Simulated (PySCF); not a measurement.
Species: C4H6F4O.
SMILES with atom numbers: `[CH3:1][O:2][CH2:3][C@H:4]([F:5])[C:6]([F:7])([F:8])[F:9]` (hydrogens: H10, H11, H12 on C1; H13, H14 on C3; H15 on C4)

Cartesian coordinates in Å at the GFN2-xTB level; atoms count from 1:
```xyz
15
C4H6F4O angstrom
C     -2.5342   -0.0585   -0.4544
O     -1.2454   -0.6230   -0.5234
C     -0.2803    0.1273    0.1615
C      1.0481   -0.6247    0.0877
F      1.1324   -1.5578    1.0844
C      2.2357    0.3333    0.2419
F      2.2993    1.1728   -0.8026
F      3.4018   -0.3069    0.3005
F      2.1414    1.0924    1.3380
H     -2.8814    0.0103    0.5826
H     -3.1875   -0.7233   -1.0144
H     -2.5530    0.9416   -0.9029
H     -0.1631    1.1213   -0.2993
H     -0.5544    0.2593    1.2192
H      1.1360   -1.1562   -0.8680
```

Method used: PySCF, TDDFT B3LYP/def2-SVPD, vertical, gas phase, core orbitals frozen in the response.

Ground-to-excited transition dipoles (e·a0, same axes as the geometry; the sign carries no meaning), for the states with f of 0.002 or more among the lowest 7:

| state | E (hartree) | μx | μy | μz |
| --- | --- | --- | --- | --- |
| S1 | 0.2615 | 0.065 | 0.233 | -0.303 |
| S2 | 0.2845 | 0.084 | -0.052 | -0.162 |
| S3 | 0.2960 | -0.082 | -0.077 | 0.108 |
| S4 | 0.2964 | -0.004 | 0.119 | -0.047 |
| S5 | 0.3017 | -0.054 | -0.004 | 0.268 |
| S6 | 0.3156 | 0.024 | -0.349 | -0.069 |
| S7 | 0.3252 | -0.057 | -0.125 | 0.065 |

**Question.** What oscillator strength does each state have?

**Answer.** f = (2/3) ΔE |μ|² with ΔE in hartree (27.2114 eV).

```json
{"state": "S1", "|μ|² (au)": "0.151", "|μ| (D)": "0.99", "f": "0.026"}
{"state": "S2", "|μ|² (au)": "0.036", "|μ| (D)": "0.48", "f": "0.007"}
{"state": "S3", "|μ|² (au)": "0.024", "|μ| (D)": "0.40", "f": "0.005"}
{"state": "S4", "|μ|² (au)": "0.016", "|μ| (D)": "0.32", "f": "0.003"}
{"state": "S5", "|μ|² (au)": "0.075", "|μ| (D)": "0.70", "f": "0.015"}
{"state": "S6", "|μ|² (au)": "0.127", "|μ| (D)": "0.91", "f": "0.027"}
{"state": "S7", "|μ|² (au)": "0.023", "|μ| (D)": "0.39", "f": "0.005"}
```

**Question.** What angle do the transition dipoles of S1 and S5 make?

**Answer.** |cos θ| = |μa·μb| / (|μa| |μb|) = 0.81, so θ ≈ 36° (taken between 0 and 90°, since the signs are arbitrary).

**Question.** How is the summed strength of these states shared among x, y and z?

**Answer.** (2/3) Σ ΔE μα² gives 0.005 for x, 0.043 for y and 0.040 for z, 0.088 in all.

The run took 44 s wall on an Arm Neoverse V2 with one thread, no GPU, on a shared host.

One conformer stands for the species.

Without π bonds the low states may be Rydberg-like; a valence basis with one diffuse set may place them up to an eV too high.
